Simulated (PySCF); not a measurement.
MoF6, SMILES [F][Mo]([F])([F])([F])([F])[F], multiplicity 1.

Geometry: B3LYP-D3(BJ)/def2-SVP. The multiplicity is an assumed one; no other spin state was optimised. The isomer is the one that the SMILES or the coordinates give; other isomers of the formula were not compared. The def2 effective core potentials stand for the cores of Mo; spin–orbit coupling is left out.

These are PBE0/def2-TZVP run with PySCF values and carry that method's errors.

Symmetry labels are those of the subgroup D2h that the program uses (full group Oh).

List the valence orbital energies around the gap with their symmetry. (An estimate is asked for; the answer gives what the named calculation found.)


```
orbital  symmetry  energy (eV)
-------  --------  -----------
HOMO−7        B2u       -13.45
HOMO−6        B3u       -13.45
HOMO−5        B1u       -13.45
HOMO−4        B2u       -13.45
HOMO−3        B3u       -13.45
HOMO−2        B1g       -12.81
HOMO−1        B2g       -12.81
HOMO          B3g       -12.81
LUMO          B1g        -5.85
LUMO+1        B2g        -5.85
LUMO+2        B3g        -5.85
LUMO+3         Ag        -0.80
```
